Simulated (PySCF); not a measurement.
ethylene (C2H4), singlet, at a GFN2-xTB geometry, atoms displaced at random by about 0.08 Å a coordinate.

Input for PySCF:
```python
from pyscf import gto, scf

mol = gto.Mole()
mol.atom = '''
    C     0.113746    0.122425    0.757467
    C    -0.029243    0.151610   -0.702481
    H    -0.050394    0.838651    1.256126
    H     0.077178   -0.936399    1.248668
    H    -0.098725    1.047681   -1.206571
    H    -0.020229   -0.742312   -1.247833
'''
mol.basis = 'cc-pvdz'
mol.charge = 0
mol.spin = 0
mol.verbose = 3
mol.build()

mf = scf.RHF(mol)
mf.kernel()
g = mf.nuc_grad_method()
grad = g.kernel()
```

Task: What does this run give for the dipole moment, HOMO energy, HOMO-LUMO gap, nuclear repulsion energy, Mulliken (on the basis functions themselves) charges in atom order?

Result: 
| Property | Result |
|---|---|
| dipole moment | 0.25 D |
| HOMO energy | -9.42 eV |
| HOMO-LUMO gap | 13.06 eV |
| nuclear repulsion energy | 32.6113 Eh |
| Mulliken (on the basis functions themselves) charges in atom order | C1 -0.05, C2 -0.09, H3 -0.03, H4 0.07, H5 0.04, H6 0.05 |
